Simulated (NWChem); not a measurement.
All runs are NWChem calculations. System: C$_{3}$H$_{5}$NOSi, charge 0, spin multiplicity 1, at a geometry optimised with PBE/def2-SVP. The structure started from a generated list of species. Level: PBE0/def2-SVP.

Part of the output:

```
             Northwest Computational Chemistry Package (NWChem) 7.3.0
             --------------------------------------------------------

                                NWChem Input Module
                                -------------------

 Scaling coordinates for geometry "geometry" by  1.889725989
 (inverse scale =  0.529177249)

 Turning off AUTOSYM since
 SYMMETRY directive was detected!

                             Geometry "geometry" -> ""
                             -------------------------

 Output coordinates in angstroms (scale by  1.889725989 to convert to a.u.)

  No.       Tag          Charge          X              Y              Z
 ---- ---------------- ---------- -------------- -------------- --------------
    1 C                    6.0000    -1.61850500    -0.46488900     0.00000000
    2 C                    6.0000    -1.31807600     0.87340900     0.00000000
    3 O                    8.0000    -0.08498100     1.39219900     0.00000000
    4 Si                  14.0000     1.31283500     0.33645400     0.00000000
    5 N                    7.0000     0.70375000    -1.29119900     0.00000000
    6 C                    6.0000    -0.58258400    -1.48804700     0.00000000
    7 H                    1.0000    -2.67607500    -0.76424500     0.00000000
    8 H                    1.0000    -2.11002900     1.64530600     0.00000000
    9 H                    1.0000     2.11050400     0.66482400    -1.22736300
   10 H                    1.0000     2.11050400     0.66482400     1.22736300
   11 H                    1.0000    -0.94599800    -2.54310900     0.00000000

 Effective nuclear repulsion energy (a.u.)     281.4468046850

            Nuclear Dipole moment (a.u.)
            ----------------------------
        X                 Y               Z
 ---------------- ---------------- ----------------
     0.0000151178    -0.0000132281     0.0000000000

      Symmetry information
      --------------------

 Group name             Cs
 Group number              2
 Group order               2
 No. of unique centers    10

      Symmetry unique atoms

     1    2    3    4    5    6    7    8    9   11


 Summary of "ao basis" -> "" (spherical)
 ------------------------------------------------------------------------------
       Tag                 Description            Shells   Functions and Types
 ---------------- ------------------------------  ------  ---------------------
 *                          def2-svp                  on all atoms

                                 NWChem DFT Module
                                 -----------------

 Summary of "ao basis" -> "ao basis" (spherical)
 ------------------------------------------------------------------------------
       Tag                 Description            Shells   Functions and Types
 ---------------- ------------------------------  ------  ---------------------
 C                          def2-svp                 6       14   3s2p1d
 O                          def2-svp                 6       14   3s2p1d
 Si                         def2-svp                 8       18   4s3p1d
 N                          def2-svp                 6       14   3s2p1d
 H                          def2-svp                 3        5   2s1p

 Summary of "ao basis" -> "ao basis" (spherical)
 ------------------------------------------------------------------------------
       Tag                 Description            Shells   Functions and Types
 ---------------- ------------------------------  ------  ---------------------
 C                          def2-svp                 6       14   3s2p1d
 O                          def2-svp                 6       14   3s2p1d
 Si                         def2-svp                 8       18   4s3p1d
 N                          def2-svp                 6       14   3s2p1d
 H                          def2-svp                 3        5   2s1p

      Symmetry analysis of basis
      --------------------------

        a'         80
        a"         33

            General Information
            -------------------
          SCF calculation type: DFT
          Wavefunction type:  closed shell.
          No. of atoms     :    11
[...]
    21 a"         22 a'         23 a'         24 a"         25 a'
    26 a"         27 a"         28 a'         29 a'         30 a"
    31 a'         32 a'         33 a'         34 a'         35 a"
    36 a'

------------------------------------------------------------
EAF file 0: "./mol.aoints.0" size=524288 bytes
------------------------------------------------------------
               write      read    awrite     aread      wait
               -----      ----    ------     -----      ----
     calls:        1         0         0         0         0
   data(b): 5.24e+05  0.00e+00  0.00e+00  0.00e+00
   time(s): 0.00e+00  0.00e+00  0.00e+00  0.00e+00  0.00e+00
rate(mb/s): 0.00e+00  0.00e+00
------------------------------------------------------------

   convergence    iter        energy       DeltaE   RMS-Dens  Diis-err    time
 ---------------- ----- ----------------- --------- --------- ---------  ------
 d= 0,ls=0.0,diis     1   -536.0184089168 -8.17D+02  1.80D-02  8.75D-01     3.0
 d= 0,ls=0.0,diis     2   -535.8980998491  1.20D-01  9.73D-03  1.99D+00     3.5
 d= 0,ls=0.0,diis     3   -536.1225581981 -2.24D-01  2.45D-03  8.07D-02     4.1
 d= 0,ls=0.0,diis     4   -536.1295271400 -6.97D-03  9.98D-04  2.92D-02     4.8
 d= 0,ls=0.0,diis     5   -536.1324741099 -2.95D-03  2.76D-04  1.23D-03     5.5
  Resetting Diis
 d= 0,ls=0.0,diis     6   -536.1325861322 -1.12D-04  1.03D-04  1.57D-04     6.1
 d= 0,ls=0.0,diis     7   -536.1326038887 -1.78D-05  7.68D-05  2.16D-05     6.7
 d= 0,ls=0.0,diis     8   -536.1325974763  6.41D-06  5.18D-05  7.23D-05     7.2
 d= 0,ls=0.0,diis     9   -536.1326067680 -9.29D-06  6.22D-06  6.50D-07     7.8
 d= 0,ls=0.0,diis    10   -536.1326068407 -7.27D-08  1.53D-06  5.29D-08     8.5

         Total DFT energy =     -536.132606840725
      One electron energy =    -1294.380381215381
           Coulomb energy =      530.889986612799
    Exchange-Corr. energy =      -54.089016923163
 Nuclear repulsion energy =      281.446804685020

 Numeric. integr. density =       52.000012997826

     Total iterative time =      7.9s

                  Occupations of the irreducible representations
                  ----------------------------------------------

                     irrep           alpha         beta
                     --------     --------     --------
                     a'               21.0         21.0
                     a"                5.0          5.0

                       DFT Final Molecular Orbital Analysis
                       ------------------------------------

 Vector   24  Occ=2.000000D+00  E=-3.545026D-01  Symmetry=a"
              MO Center=  6.1D-01, -1.1D-01, -8.5D-15, r^2= 4.4D+00
   Bfn.  Coefficient  Atom+Function         Bfn.  Coefficient  Atom+Function
  ----- ------------  ---------------      ----- ------------  ---------------
    80      0.267824   6 C  pz               99      0.239715   9 H  s
   104     -0.239715  10 H  s                 6      0.218174   1 C  pz
    52     -0.215506   4 Si pz               66     -0.177860   5 N  pz
    83      0.165512   6 C  pz              100      0.148913   9 H  s
   105     -0.148913  10 H  s                 9      0.133874   1 C  pz

 Vector   25  Occ=2.000000D+00  E=-2.625138D-01  Symmetry=a'
              MO Center=  3.2D-01, -1.1D+00, -6.4D-16, r^2= 2.5D+00
   Bfn.  Coefficient  Atom+Function         Bfn.  Coefficient  Atom+Function
  ----- ------------  ---------------      ----- ------------  ---------------
    65      0.434224   5 N  py               68     -0.307280   5 N  py
    64     -0.211822   5 N  px               67      0.212034   5 N  px
   109     -0.196807  11 H  s                33     -0.182100   3 O  py
     8     -0.179203   1 C  py               62      0.162780   5 N  s
     5     -0.157930   1 C  py               45     -0.149504   4 Si s

 Vector   26  Occ=2.000000D+00  E=-2.526340D-01  Symmetry=a"
              MO Center= -4.7D-01, -1.4D-02, -1.2D-15, r^2= 3.6D+00
   Bfn.  Coefficient  Atom+Function         Bfn.  Coefficient  Atom+Function
  ----- ------------  ---------------      ----- ------------  ---------------
     6      0.357663   1 C  pz                9      0.300622   1 C  pz
    34     -0.283274   3 O  pz               66      0.282615   5 N  pz
    20      0.255160   2 C  pz               37     -0.235629   3 O  pz
    69     -0.213929   5 N  pz              100     -0.159932   9 H  s
   105      0.159932  10 H  s                23      0.152105   2 C  pz

 Vector   27  Occ=0.000000D+00  E=-5.677130D-02  Symmetry=a"
              MO Center= -5.3D-01, -3.7D-01, -2.4D-16, r^2= 3.3D+00
   Bfn.  Coefficient  Atom+Function         Bfn.  Coefficient  Atom+Function
  ----- ------------  ---------------      ----- ------------  ---------------
    23      0.414990   2 C  pz               20      0.385087   2 C  pz
    83     -0.371653   6 C  pz               69      0.352632   5 N  pz
    80     -0.351886   6 C  pz               66     -0.301650   5 N  pz
    37     -0.234580   3 O  pz               34     -0.206434   3 O  pz
     9     -0.158637   1 C  pz                6     -0.123346   1 C  pz

 Vector   28  Occ=0.000000D+00  E= 3.485384D-02  Symmetry=a'
              MO Center=  1.4D+00,  3.8D-01, -1.0D-14, r^2= 3.6D+00
   Bfn.  Coefficient  Atom+Function         Bfn.  Coefficient  Atom+Function
  ----- ------------  ---------------      ----- ------------  ---------------
    54     -0.807017   4 Si py               53      0.763874   4 Si px
    31      0.619334   3 O  s                77      0.450011   6 C  s
    63     -0.399053   5 N  s                 3     -0.353506   1 C  s
    51     -0.222156   4 Si py               22     -0.188400   2 C  py
     7     -0.171518   1 C  px               95      0.170056   8 H  s

 Vector   29  Occ=0.000000D+00  E= 5.728190D-02  Symmetry=a"
              MO Center= -5.1D-01, -2.3D-01, -1.6D-14, r^2= 4.3D+00
   Bfn.  Coefficient  Atom+Function         Bfn.  Coefficient  Atom+Function
  ----- ------------  ---------------      ----- ------------  ---------------
    55      0.753966   4 Si pz                9      0.624945   1 C  pz
   100      0.562647   9 H  s               105     -0.562647  10 H  s
    83     -0.479899   6 C  pz               23     -0.469200   2 C  pz
     6      0.360907   1 C  pz               80     -0.345967   6 C  pz
    20     -0.322008   2 C  pz               52      0.163108   4 Si pz

 center of mass
 --------------
 x =   0.02808597 y =   0.00593505 z =   0.00000000

 moments of inertia (a.u.)
 ------------------
         391.369669327622         -25.600643923579           0.000000000000
         -25.600643923579         486.466479669530           0.000000000000
           0.000000000000           0.000000000000         856.149680087064

     Multipole analysis of the density
     ---------------------------------

     L   x y z        total         alpha         beta         nuclear
     -   - - -        -----         -----         ----         -------
     0   0 0 0     -0.000000    -26.000000    -26.000000     52.000000

     1   1 0 0     -0.643485     -0.321750     -0.321750      0.000015
     1   0 1 0      0.266251      0.133132      0.133132     -0.000013
     1   0 0 1      0.000000      0.000000      0.000000      0.000000

     2   2 0 0    -28.633271   -152.246871   -152.246871    275.860471
     2   1 1 0      1.490231     -9.023376     -9.023376     19.536982
     2   1 0 1      0.000000      0.000000      0.000000      0.000000
     2   0 2 0    -32.833895   -120.982902   -120.982902    209.131910
     2   0 1 1     -0.000000     -0.000000     -0.000000      0.000000
     2   0 0 2    -32.643824    -21.701434    -21.701434     10.759045

 Task  times  cpu:        8.5s     wall:        8.5s

 Total times  cpu:        8.5s     wall:        8.5s
```

Write an NWChem input that would produce this output.

This is not unique; one that fits is 
```
start mol
memory heap 200 mb stack 800 mb global 1000 mb
geometry units angstroms nocenter noautoz
  C     -1.618505    -0.464889     0.000000
  C     -1.318076     0.873409     0.000000
  O     -0.084981     1.392199     0.000000
  Si     1.312835     0.336454     0.000000
  N      0.703750    -1.291199     0.000000
  C     -0.582584    -1.488047     0.000000
  H     -2.676075    -0.764245     0.000000
  H     -2.110029     1.645306     0.000000
  H      2.110504     0.664824    -1.227363
  H      2.110504     0.664824     1.227363
  H     -0.945998    -2.543109     0.000000
  symmetry group Cs
end
basis spherical
  * library def2-svp
end
dft
  xc pbe0
  semidirect memsize 60000000 filesize 0
  iterations 100
end
task dft energy
```
